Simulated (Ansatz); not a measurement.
One change: `[In][I]` becomes `[Cl][In]`.

Ansatz, PBE0-D4/def2-TZVP geometries, multiplicity 1. 

Elements past krypton have def2 core potentials.

| property | `[In][I]` |
| --- | --- |
| zero-point energy (PBE0-D4/def2-TZVP) / kJ/mol | 1.0 |
| ideal-gas entropy at 298 K and 1 bar (rigid rotor, harmonic PBE0-D4/def2-TZVP) / J/(mol·K) | 268 |
| HOMO–LUMO gap (ωB97M-V/def2-TZVPP) / eV | 8.23 |
| LUMO energy (ωB97M-V/def2-TZVPP) / eV | -0.48 |
| HOMO energy (ωB97M-V/def2-TZVPP) / eV | -8.71 |
| HOMO energy (B3LYP/def2-TZVPP) / eV | -6.66 |

Q: What does the change do to each property? (Estimate.)

A: The calculation gave: 
| property | `[Cl][In]` | shift |
| --- | --- | --- |
| zero-point energy (PBE0-D4/def2-TZVP) / kJ/mol | 1.9 | 0.9 |
| ideal-gas entropy at 298 K and 1 bar (rigid rotor, harmonic PBE0-D4/def2-TZVP) / J/(mol·K) | 248 | -20 |
| HOMO–LUMO gap (ωB97M-V/def2-TZVPP) / eV | 9.00 | 0.77 |
| LUMO energy (ωB97M-V/def2-TZVPP) / eV | -0.29 | 0.19 |
| HOMO energy (ωB97M-V/def2-TZVPP) / eV | -9.28 | -0.57 |
| HOMO energy (B3LYP/def2-TZVPP) / eV | -7.13 | -0.47 |

With PBE0 the HOMO falls by 0.44 eV and the LUMO rises by 0.18 eV, so the gap widens by about 0.62 eV. PBE moves the HOMO by -0.36 eV and ωB97M-V by -0.57 eV.

B3LYP here is the variant with VWN-RPA as its local correlation; programs differ in this.

Spin–orbit coupling is left out; it splits and shifts lone-pair levels of the heavy atoms by tenths of an eV.
